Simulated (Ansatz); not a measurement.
A structure drawn as `O[SiH](F)[SiH2]Cl`, with this starting geometry:

Cartesian coordinates in Å:
```
O -0.973 0.944 -1.481
Si -0.891 0.018 -0.107
F -1.722 0.803 1.005
Si 1.249 -0.349 0.590
Cl 2.327 -1.459 -0.815
H -1.653 1.646 -1.422
H -1.641 -1.254 -0.404
H 2.007 0.850 0.801
H 1.296 -1.197 1.831
```

The species carries charge 0 and has multiplicity 1.

Problem. Does it keep its bonds when Ansatz relaxes it at PBE-D4/def2-SVP and then PBE0-D4/def2-TZVP?

Solution. Yes, every drawn bond is still there and no new one forms.

Problem. Give the relaxed structure. (Estimate.)

Solution. Computed: 
Z-matrix (Å, degrees):
```
Si
F 1 1.602
Si 1 2.343 2 108.7
O 1 1.632 2 110.5 3 -116.6
H 1 1.486 2 105.8 3 123.0
Cl 3 2.063 1 107.2 2 169.5
H 3 1.483 1 112.2 2 -71.6
H 3 1.484 1 111.5 2 51.6
H 4 0.959 1 119.4 2 -78.6
```
No frequency check was run.

Atoms count as bonded under 1.1 times the sum of their covalent radii (H–H under 0.85 Å, pairs among N, O and F under 1.55 Å), and a drawn bond as lost past 1.3 times.
